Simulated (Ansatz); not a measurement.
Reaction: TlCl (SMILES [Cl][Tl]) → TlCl+ (parent SMILES [Cl][Tl], doublet) + e-
Each species at its own B3LYP-D3(BJ)/def2-TZVP minimum (Ansatz, a quantum-chemistry and plane-wave program).

Property: adiabatic ionisation energy (electronic), in eV. Open shells are spin-unrestricted; no spin-orbit coupling. Correlated methods leave the cores frozen (noble-gas shells, and filled d and f shells in the p block). Past Kr the def2 sets carry scalar-relativistic core potentials. CBS(X,Y): correlation extrapolated as X^-3, Hartree-Fock from the larger set. A bracket is a step between two methods taken in the basis named. Spin-orbit terms, left out, reach several kcal/mol for Br and I, and more for heavier atoms. The UHF reference of ClTl+ (parent SMILES [Cl][Tl], doublet) is spin-contaminated (<S^2> up to 0.04 over the pure value in the sets run). The spin of ClTl+ (parent SMILES [Cl][Tl], doublet) was assumed, and the state is the lowest solution found for it.

CCSD(T)/CBS(def2-TZVPP,def2-QZVPP) + [CCSDT(Q) - CCSD(T)]/def2-QZVPP + [CCSDTQ - CCSDT(Q)]/def2-SVP (Ansatz) gives 9.70 eV.

How far off this value is PBE/def2-TZVPD (Ansatz), in which direction, and how far these levels: r2SCAN/def2-TZVPD, B3LYP/def2-TZVPD, CCSD(T)/CBS(def2-TZVPP,def2-QZVPP)?

PBE gives 9.76 eV, 0.06 eV above it. Differences of the others: r2SCAN/def2-TZVPD (Ansatz) 0.11; B3LYP/def2-TZVPD (Ansatz) 0.09; CCSD(T)/CBS(def2-TZVPP,def2-QZVPP) (Ansatz) 0.01 eV.
